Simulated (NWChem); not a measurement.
System: SiH3O3Cl; SMILES O[Si](O)(O)Cl

```xyz
8

O      1.4428    -0.5539     0.9109
Si     0.0000     0.0000     0.3709
O     -0.2417     1.5264     0.9109
O     -1.2011    -0.9725     0.9109
Cl     0.0000     0.0000    -1.7004
H      1.7210    -1.4264     0.6180
H      0.3748     2.2037     0.6180
H     -2.0958    -0.7773     0.6180
```
Atoms are numbered in this order, from 1.

All runs: NWChem. Medium grid unless said otherwise, to which SCAN and Minnesota functionals are sensitive. Structure relaxed at the PBE0/def2-SVP level. Hybrids' shares of exact exchange are those that their runs print; pure functionals count as 0. The functionals differ in more than this share.

```csv
row,share of exact exchange,highest occupied level (eV)
PBE/def2-SVP,0.00,-7.21
OLYP/def2-SVP,0.00,-7.13
B3LYP/def2-SVP,0.20,withheld
r2SCAN0/def2-SVP,0.25,-9.22
BHandHLYP/def2-SVP,0.50,-10.30
```

Problem. Fit a straight line of the last column on the one before it, predict the withheld value, and compare with the run.

Solution. 
1. Means of the 4 shown rows: x = 0.188, y = -8.465. Slope Σ(x − x̄)(y − ȳ)/Σ(x − x̄)² = -1.106/0.1719 = -6.436; intercept -7.258.
2. The shown rows scatter about the line by 0.209 (root mean square); the largest residual is -0.35, at r2SCAN0/def2-SVP.
3. At x = 0.20 (B3LYP/def2-SVP; inside the shown range) the line gives -8.55.
4. The run gives -8.51, +0.04 from the line, 0.2 times the scatter.
